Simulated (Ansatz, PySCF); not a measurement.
The pair A = SiH4 (SMILES [SiH4]) (first 5 atoms), B = CH4O (SMILES CO); geometry from B3LYP-D3(BJ)/def2-TZVP.
(charge 0, multiplicity 1):
```tsv
atom	x (Å)	y (Å)	z (Å)
Si	0.0779	0.1102	0.2841
H	-1.1281	-0.5255	0.8619
H	0.3097	1.4322	0.9018
H	-0.1668	0.3089	-1.1675
H	1.2544	-0.7695	0.4425
C	-0.4786	0.5213	3.9292
O	0.4930	-0.2856	3.2741
H	-1.4774	0.3875	3.5011
H	-0.1763	1.5567	3.7821
H	-0.5184	0.3186	5.0040
H	0.2554	-1.2115	3.3870
```

Frozen-core correlation. Rows in 6-31G* carry no dispersion term and start afresh at each structure (6-31G* with six Cartesian d functions).

Codes used: Ansatz (a program for electronic structure); PySCF for 6-31G* rows. Values without a source in brackets are computed.

Total energies (hartree), monomers frozen at their geometry in the pair:

```csv
structure,B3LYP/6-31G*,B3LYP/def2-TZVPPD,CCSD(T)/aug-cc-pV(D+d)Z
AB,-407.6013969,-407.6981387,-406.8666271
A in the pair's basis,-291.8836798,-291.9171615,-291.4072296
B in the pair's basis,-115.7175577,-115.7805295,-115.4563420
A,-291.8834438,-291.9170967,-291.4064336
B,-115.7142111,-115.7804829,-115.4554413
```

Work out the interaction energy without and with the counterpoise correction, and the superposition error, for each level.


E(AB) − E(A) − E(B), times 627.509 kcal/mol, with the monomers in their own basis and then in the pair's basis:
- B3LYP/6-31G*: -2.35 uncorrected, -0.10 corrected; the monomers gain 2.25 kcal/mol from borrowed functions
- B3LYP/def2-TZVPPD: -0.35 uncorrected, -0.28 corrected; the monomers gain 0.07 kcal/mol from borrowed functions
- CCSD(T)/aug-cc-pV(D+d)Z: -2.98 uncorrected, -1.92 corrected; the monomers gain 1.06 kcal/mol from borrowed functions
